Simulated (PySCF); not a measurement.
O₂P₂. Atoms are numbered in the order given.

```xyz
4

P      0.0000     0.0000     1.2608
P      0.0000     0.0000    -1.2608
O      0.0000    -1.1126     0.0000
O      0.0000     1.1126     0.0000
```

Geometry optimised at B3LYP-D3(BJ)/def2-SVP.

These are TDDFT-PBE/def2-SVPD (PySCF) values and carry that method's errors.

Vertical excitations. Isolated molecule, no solvent. State labels are in the subgroup D2h.

```tsv
state	symmetry	energy (eV)	λ (nm)	f	main pairs
S1	Au	2.19	567	0.000	HOMO→LUMO+1 100 %
S2	B1u	3.20	387	0.162	HOMO→LUMO 107 %
S3	B1g	4.39	283	0.000	HOMO→LUMO+2 100 %
S4	B2g	5.05	246	0.000	HOMO→LUMO+3 64 %, HOMO−1→LUMO 36 %
S5	B3g	5.47	227	0.000	HOMO−1→LUMO+1 99 %
S6	B1g	5.49	226	0.000	HOMO−2→LUMO 100 %
S7	B2g	5.56	223	0.000	HOMO−1→LUMO 61 %, HOMO→LUMO+3 33 %
S8	B3u	5.65	219	0.007	HOMO→LUMO+4 95 %
S9	Ag	5.77	215	0.000	HOMO−2→LUMO+1 100 %
S10	B3u	6.08	204	0.002	HOMO−3→LUMO+1 98 %
T1	B1u	1.05	1180	0	HOMO→LUMO 100 %
T2	Au	1.65	753	0	HOMO→LUMO+1 100 %
T3	B1g	4.00	310	0	HOMO→LUMO+2 100 %
T4	B2g	4.46	278	0	HOMO−1→LUMO 100 %
```
Triplets are in the Tamm–Dancoff approximation, which puts them higher than full response would, so one can lie above its singlet here.
